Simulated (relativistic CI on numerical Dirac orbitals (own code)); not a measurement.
# What each ingredient does to the levels of Sm⁶⁰⁺

Base calculation: Dirac-Coulomb-Breit CI, separate exchange-only KLI orbitals for each configuration, model QED (radiative potential, 1s self-energy scaled to tabulated hydrogen-like ionisation energies), unscaled Slater integrals.

CI space: 1s2, 1s 2s, 1s 2p, 1s 3s, 1s 3p, 1s 3d, 1s 4s, 1s 4p, 1s 4d, 1s 4f, 1s 5s, 1s 5p, 1s 5d, 1s 5f, 1s 5g, 1s 6s, 1s 6p, 1s 6d, 2s2. Levels of other configurations are missing.

The lowest level and the first level of each name with at least 55 % of one term (blank where a level has no safe partner in the second run):

| Level | Base (eV) | Shift (eV) |
| --- | --- | --- |
| 1s2 1S_0 | 0.0 | 0.0 |
| 1s 2s 3S_1 | 40326.1 | +56.1 |
| 1s 2p 3P°_1 | 40418.0 | +66.7 |
| 1s 2p 3P°_0 | 40433.6 | +66.7 |
| 1s 2s 1S_0 | 40434.3 | +56.1 |
| 1s 2p 3P°_2 | 41131.6 | +65.7 |
| 1s 2p 1P°_1 | 41172.7 | +65.7 |
| 1s 3s 3S_1 | 48015.0 | +64.1 |
| 1s 3p 3P°_1 | 48039.9 | +67.2 |
| 1s 3s 1S_0 | 48043.9 | +64.0 |
| 1s 3p 3P°_0 | 48044.0 | +67.2 |
| 1s 3p 3P°_2 | 48252.2 | +66.9 |
| 1s 3d 3D_2 | 48261.3 | +67.4 |
| 1s 3d 3D_1 | 48263.7 | +67.4 |
| 1s 3p 1P°_1 | 48264.1 | +66.9 |
| 1s 3d 3D_3 | 48325.6 | +67.2 |
| 1s 3d 1D_2 | 48327.6 | +67.2 |
| 1s 4s 3S_1 | 50665.0 | +66.0 |
| 1s 4p 3P°_1 | 50675.1 | +67.3 |
| 1s 4s 1S_0 | 50676.8 | +65.9 |
| 1s 4p 3P°_0 | 50676.8 | +67.3 |
| 1s 4p 3P°_2 | 50764.3 | +67.1 |

At this charge energies of transitions that change n are usually good to better than 1 %, and those within a shell (Δn = 0) to a few per cent.

(1) One thing was changed in a second run, which moved the levels as shown. Which?
A. configuration mixing switched off
B. P86 correlation estimate
C. Breit term removed
D. QED terms removed

Results:

(1) D. QED terms removed. QED shifts follow the density of s (and p1/2) electrons at the nucleus, so configurations move by their count of such electrons; where none moves, the smaller shifts of p3/2 electrons and of j = l + 1/2 against j = l − 1/2 set the pattern.

LS names give the leading component of a level, which can be under half, so a name can repeat, a term be missing and a line seem to break the LS rules.
